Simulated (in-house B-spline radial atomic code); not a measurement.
A fraction x of an electron is moved 4d → 5p in Pm5+, starting from [Kr] 4d10 4f3 5s2 5p5 and keeping the highest spin. Computed with a B-spline radial code for spherical atoms: scalar-relativistic (X2C) Hartree-Fock with fractional occupations, spin-polarised, spherical fractional occupations, Fermi nucleus of rms radius 4.962 fm.

Caution: exact exchange at fractional occupations of open shells leaves self-interaction of up to several eV.

```
    x  E(x) - E(0) (eV)  4d down level (eV)  5p down level (eV)
    0            0.0000            -207.005             -77.978
0.125           16.0673            -207.025             -78.976
 0.25           32.0123            -207.046             -79.978
0.375           47.8343            -207.067             -80.983
  0.5                 ?                   ?                   ?
0.625           79.1077            -207.106             -83.005
 0.75                 ?                   ?                   ?
0.875          109.8833            -207.142             -85.041
    1          125.0830            -207.158             -86.064
```

**Question.** What belongs in the row x = 0.5?

**Answer.** An energy change of 63.5329 eV; 4d down at -207.087 eV, 5p down at -81.993 eV.

**Question.** What belongs in the row x = 0.75?

**Answer.** An energy change of 94.5580 eV; 4d down at -207.125 eV, 5p down at -84.022 eV.

**Question.** Check Janak's theorem between x = 0.125 and 0.25.

**Answer.** The slope of the energy is 127.56 eV; the orbital levels give 127.56 eV (ε of the receiving orbital less ε of the emptying one, averaged over the two points).
